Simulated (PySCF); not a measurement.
A structure optimised at PBE-D3(BJ)/def2-SVP, used in a PySCF frequency run:

```xyz
12

W     -0.0477    -0.0698     0.2102
N      0.9440    -1.5217     0.4405
H      1.6413    -2.2211     0.1710
N      0.2222     0.6341    -1.3880
C      0.6912     0.8248    -2.7167
H     -0.1451     0.7629    -3.4492
H      1.1575     1.8289    -2.8337
H      1.4529     0.0647    -3.0056
O     -1.9105    -0.5671     0.2793
H     -2.1587    -1.4108     0.6988
O      0.4940     1.2225     1.5340
H      0.6046     2.1587     1.2901
```
Charge 0, spin multiplicity 1.

**Question.** Write its SMILES and formula.

**Answer.** C[N]=[W](=[NH])([OH])[OH], CH6N2O2W

**Question.** What are its rotational constants (standard atomic weights)?

**Answer.** 3.0004, 1.7718, 1.6437 GHz
